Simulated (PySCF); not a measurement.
Cost against size for one kind of job: PySCF, PBE0-D3(BJ)/def2-SVP geometry optimisation, gas phase; work: geometry optimisation from a GFN2-xTB start. Hardware: Arm Neoverse V1, one thread, shared host. Times come from a shared host and carry two figures at best.

| species (SMILES) | atoms | electrons | basis functions | SCF cycles | gradient evaluations | wall time |
| --- | --- | --- | --- | --- | --- | --- |
| O=C=[Se] | 3 | 48 | 60 | 21 | 3 | 2.8 s |
| S[SiH2]Cl | 6 | 50 | 69 | 48 | 8 | ? |
| F[SiH2]CCl | 8 | 50 | 84 | 38 | 6 | 13 s |
| [O]=[V]([Cl])([Cl])[Cl] | 5 | 82 | 99 | 39 | 5 | 24 s |
| C[CH2][GeH3] | 11 | 52 | 100 | 24 | 4 | 13 s |
| BPBOC | 12 | 46 | 109 | 77 | 11 | 46 s |
| C1=[CH][GeH2][CH]=C1 | 11 | 62 | 118 | 30 | 5 | 20 s |
| CCOC(=O)OC | 15 | 56 | 138 | 74 | 11 | 78 s |
| Fc1cccc(Br)c1 | 12 | 84 | 150 | 33 | 5 | 63 s |
| C#C[C@@H]1CC[C@@]1(F)OC | 18 | 68 | 171 | 70 | 10 | 2.5 min |

Problem. Estimate the withheld figures.

Solution. `S[SiH2]Cl`: 12 s.

Problem. With all rows, how does the wall time grow with the number of basis functions N?

Solution. A straight line through log(time) against log(N) has slope 3.2 between N = 60 and 171, and the rows scatter about it by a factor of about 1.6 (standard error of the fit). This is a fit to these rows, whose iteration counts differ, not the method's formal scaling.

Problem. Which species took longest, and how many times the shortest run?

Solution. `C#C[C@@H]1CC[C@@]1(F)OC`, at 2.5 min: about 54 times the shortest (2.8 s).
